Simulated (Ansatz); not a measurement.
`[SiH3][CH2][SnH2][Cl]`, relaxed with RKS PBE0-D4/def2-TZVP in Ansatz from a PBE-D4/def2-SVP geometry. The force threshold is 0.005 eV/Å; the program also tests the step.

Total charge 0; spin multiplicity 1. Sn takes the def2 core potential.

Start:

```xyz
11

Si    0.929    1.273   -0.608
C    -0.742    0.522   -0.132
Sn   -0.567   -1.425    0.810
Cl    0.481   -2.834   -0.799
H     1.632    0.393   -1.603
H     0.757    2.647   -1.202
H     1.789    1.392    0.623
H    -1.275    1.178    0.589
H    -1.394    0.393   -1.020
H     0.487   -1.387    2.179
H    -2.096   -2.150    1.163
```

```tsv
step	energy (eV)	largest force (eV/Å)	largest move (Å)
1	-27376.3294	0.496	0.000
2	-27376.3721	0.234	0.082
3	-27376.3823	0.065	0.032
4	-27376.3829	0.026	0.013
5	-27376.3831	0.022	0.011
6	-27376.3832	0.008	0.008
7	-27376.3833	0.003	0.003
```

End:

```xyz
11

Si    0.921    1.266   -0.605
C    -0.718    0.503   -0.127
Sn   -0.563   -1.409    0.808
Cl    0.454   -2.809   -0.765
H     1.619    0.419   -1.605
H     0.720    2.624   -1.180
H     1.782    1.390    0.603
H    -1.246    1.158    0.572
H    -1.354    0.375   -1.006
H     0.466   -1.404    2.166
H    -2.080   -2.114    1.139
```

Run time 31 s (4 threads of an Arm Neoverse V1 on a shared host); peak host memory 0.6 GiB.
